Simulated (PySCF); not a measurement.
C₆ coefficients of unlike pairs at PBE

Calculated with PySCF 2.14 from the dipole response of each species, C₆(A,B) = (3/π) ∫ α_A(iu) α_B(iu) du, in atomic units, from isotropic polarisabilities. For ions this is the dispersion term alone; charge-induced terms of lower order in 1/R come first.

| species | configuration | basis | relativity | α (bohr³) | C₆ (like pair) |
| --- | --- | --- | --- | --- | --- |
| S²⁺ | [Ne] 3s2 3p2 (3P) | aug-cc-pV(T+d)Z with one added diffuse shell each of s, p, d, f type (7s6p5d3f) | none | 7.318 | 26.52 |
| Te⁺ | [Kr] 4d10 5s2 5p3 (4S) | x2c-QZVPPall with one added diffuse shell each of s, p, d, f type (14s10p8d5f1g) | spin-free X2C | 22.51 | 191.7 |
| I⁺ | [Kr] 4d10 5s2 5p4 (3P) | aug-cc-pVTZ-DK3 (8s7p5d2f) | spin-free X2C | 20.67 | 175.0 |
| Ne²⁺ | [He] 2s2 2p4 (3P) | aug-cc-pwCVDZ (5s4p2d) | none | 0.8549 | 1.102 |

Problem. Estimate C₆ for Te⁺ with S²⁺.

Solution. The integral gives 70.85. The combination rule 2 C_A C_B / (C_A α_B/α_A + C_B α_A/α_B) gives 70.66 and the geometric mean 71.30.

No spin-orbit coupling is included.

The other pairs:

| pair | C₆ |
| --- | --- |
| I⁺, Te⁺ | 182.9 |
| Ne²⁺, I⁺ | 11.58 |
| Ne²⁺, S²⁺ | 4.675 |
| I⁺, S²⁺ | 67.89 |
| Ne²⁺, Te⁺ | 12.16 |
